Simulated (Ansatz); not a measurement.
Ansatz (a program for electronic structure) input:

Ansatz 0.2 input:
```yaml
crystal:
  periodic: [false, false, false]
  atoms:
    - {symbol: W, position_ang: [0.00000000, 0.00000000, 0.00000000]}
    - {symbol: F, position_ang: [0.00000000, 0.00000000, 1.83133360]}
    - {symbol: F, position_ang: [-0.00000000, -0.00000000, -1.83133360]}
basis:
  gaussian:
    orbitals: def2-TZVPD
hamiltonian:
  xc: {name: wB97X}
magnetization: {spin_polarized: true, initial_magnetization: 2}
```

### Question
What final total energy does it print?

### Answer
-266.85993 Eh (wB97X/def2-TZVPD). The basis has 123 functions.

The spin state was set by rule; other spins were not relaxed.
